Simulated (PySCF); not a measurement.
## Structure revision by computed shifts

A compound C7H16O gives the data below (simulated from a calculation) and was assigned the structure `CCOCC(C)(C)C`.

¹³C{¹H} NMR (computed): δ 74.8 (C), 67.3 (CH), 29.8 (CH3, 3C), 27.2 (CH3, 2C).

¹H NMR (600 MHz, computed): δ 3.67 (sept, 1H), 1.18 (s, 9H), 1.13 (d, 6H).

- shielding tensors at PBE0/pcSseg-1 (GIAO)
- structure optimised with GFN2-xTB
- run in PySCF 2.14.0 with density-fitted response routines
- one computed conformer, non-relativistic, averaged over atoms made equivalent by symmetry, fast rotation or ring inversion, in vacuum

Shifts are taken against calculated references (same method and geometry level): TMS for ¹H (σref 31.72), ¹³C (σref 186.93).

Task: Compare with the shifts computed for the proposed structure, pairing carbons in order of shift.

Result: Structure with atom numbers: `[CH3:1][CH2:2][O:3][CH2:4][C:5]([CH3:6])([CH3:7])[CH3:8]`. Hydrogens are named by the atom that carries them.

```
atom  computed for proposal  given list  difference
  C4                   82.5        74.8        +7.7
  C2                   70.2        67.3        +2.9
  C5                   34.8        29.8        +5.0
  C6                   28.3        29.8        -1.5
  C7                   28.3        29.8        -1.5
  C8                   28.3        27.2        +1.1
  C1                   15.9        27.2       -11.3
```

The rms difference is 5.6 ppm and the largest -11.3 ppm at C1 (methyl carbon). The proposal also would give 5 carbon signals, not 4. The carbon types in order of shift don't match either: CH2, CH2, C, CH3, CH3, CH3, CH3 for the proposal against C, CH, CH3, CH3, CH3, CH3, CH3 in the data. The proposal doesn't fit.

Task: Which isomer fits?

Result: tert-butyl isopropyl ether (SMILES CC(C)OC(C)(C)C).

1. Carbon types of the structure: 1 × C, 1 × CH, 5 × CH3, which accounts for all hydrogens.
2. δC 74.8: fully substituted sp3 carbon bonded to O; the inductive effect lowers its shielding.
3. δC 67.3: sp3 CH bonded to O; pulled downfield by the heteroatom.
4. δC 29.8, 27.2: methyl carbon; aliphatic region, no heteroatom directly attached.
5. δH 3.67: hydrogen on an sp3 CH bonded to O; its carbon carries O, an electronegative neighbour.

The shifts were computed for this structure.

Shifts are as computed. Against solution values, carbons near 30 ppm lie about +3 ppm off and those near 130 ppm about +5 ppm. Of 1211 compounds with measured shifts, 218 miss one by over three times the rms of a fit or turn the order of signals round; such compounds aren't used in these exercises. Multiplicities follow the n + 1 count of equivalent neighbours, as no J values were calculated; m marks all less simple cases, F and P coupling included.
